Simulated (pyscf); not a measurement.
H₂N–SiH₂• (SMILES N[SiH2]), doublet

Gas-phase minimum from PySCF at ωB97X-D3(BJ)/def2-SVP, one conformer. Other isomers of H₂N–SiH₂• were not searched in full and may lie lower. 

```xyz
6

N      0.1112    -0.6225     0.6443
Si     1.4262    -0.0389    -0.3332
H     -0.0013    -1.6195     0.7994
H     -0.7919    -0.1601     0.6076
H      2.6798    -0.7042     0.1514
H      1.5176     1.4441    -0.1298
```
Charge 0, spin multiplicity 2.

Bond lengths (Å): N1–Si2 1.739, N1–H3 1.015, N1–H4 1.015, Si2–H5 1.500, Si2–H6 1.500. Bond angles (°): Si2–N1–H3 119.9, Si2–N1–H4 120.0, H3–N1–H4 110.7, N1–Si2–H5 107.5, N1–Si2–H6 107.6, H5–Si2–H6 110.1.

Properties at ωB97X-D3(BJ)/def2-SVP:

```json
{
  "harmonic_wavenumbers_unscaled": "232, 427, 638, 771, 844, 894, 911, 1556, 2185, 2210, 3613, 3709 cm⁻¹",
  "zero_point_energy": "25.7 kcal/mol",
  "rotational_symmetry_number": "1",
  "Entropy of this conformer at 298 K and 1 atm, rigid rotor and harmonic oscillator, modes under 100 cm⁻¹ raised to 100": "264.3 J/(mol K)",
  "dipole_moment": "1.62 D",
  "Spin expectation value S2": "0.752"
}
```

Single-point totals, which compare only within one level (frozen core for MP2 and CC):

```json
[
 {"level": "ωB97X-D3(BJ)/def2-TZVP", "total energy (hartree)": "-346.69368"},
 {"level": "PBE/def2-TZVP", "total energy (hartree)": "-346.42886"},
 {"level": "r²SCAN/def2-TZVP", "total energy (hartree)": "-346.59306"},
 {"level": "B3LYP-D3(BJ)/def2-TZVP", "total energy (hartree)": "-346.68380"},
 {"level": "PBE0-D3(BJ)/def2-TZVP", "total energy (hartree)": "-346.46465"},
 {"level": "M06-2X/def2-TZVP", "total energy (hartree)": "-346.59979"},
 {"level": "ωB97M-D3(BJ)/def2-TZVP", "total energy (hartree)": "-346.70193"},
 {"level": "UHF/def2-TZVPP", "total energy (hartree)": "-345.72795"},
 {"level": "MP2/def2-TZVPP", "total energy (hartree)": "-346.05477"},
 {"level": "CCSD/def2-TZVPP", "total energy (hartree)": "-346.08230"},
 {"level": "CCSD(T)/def2-TZVPP", "total energy (hartree)": "-346.09483"}
]
```

The CCSD(T) − MP2 part came from Ansatz, without density fitting, on the same reference.
